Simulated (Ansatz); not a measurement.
`N#C[Si](F)(F)F` + H₂ → `N#C[SiH](F)F` + H–F at 700 K and 1 bar (hydrogenolysis of the Si–F bond).

Computed with Ansatz on PBE0-D4/def2-TZVP structures; ΔE is electronic, products minus reactants. CCSD(T)/CBS adds triple-zeta CCSD(T) − MP2 to the extrapolated MP2 energy (def2 sets, frozen cores). This one scheme is used for every species.

```tsv
species	CCSD(T)/CBS energy (Eh)	H − E (kJ/mol)	S (J/(mol·K))
`N#C[Si](F)(F)F`	-681.41275	109.4	412.7
H₂	-1.17544	46.8	155.3
`N#C[SiH](F)F`	-582.14390	118.0	396.9
H–F	-100.39570	45.2	198.5
```

H − E and S are ideal-gas, rigid-rotor, harmonic terms from PBE0-D4/def2-TZVP. The MP2-based limit puts H₂ 0.8 mEh under its directly extrapolated value; such offsets cancel only in part. 1 Eh = 2625.50 kJ/mol, R = 8.31446 J/(mol·K).

Task: By hand: ΔE, ΔH, ΔS and ΔG.

Result: ΔE = (-582.14390) + (-100.39570) − (-681.41275) − (-1.17544) = 0.04859 Eh = 127.6 kJ/mol. Δ(H − E) = 118.0 + 45.2 − 109.4 − 46.8 = 7.0, so ΔH = 134.6 kJ/mol. ΔS = 396.9 + 198.5 − 412.7 − 155.3 = 27.4 J/(mol·K). ΔG = 134.6 − 700 × (27.4)/1000 = 115.4 kJ/mol.

Task: By hand: the equilibrium constant, and the temperature at which ΔG would vanish if ΔH and ΔS stayed fixed.

Result: log₁₀ K = −ΔG/(RT ln 10) = -8.6. ΔG = 0 at ΔH/ΔS = 4912 K, far beyond where these terms or the molecules hold.

ΔH outweighs TΔS. A doubt of 5 kJ/mol in ΔE shifts log₁₀ K by 0.4 here. These are equilibria of isolated gas molecules and say nothing of rates. Largest T1 diagnostic: 0.013 (customary marks: 0.02 for closed shells, 0.045 for open ones).
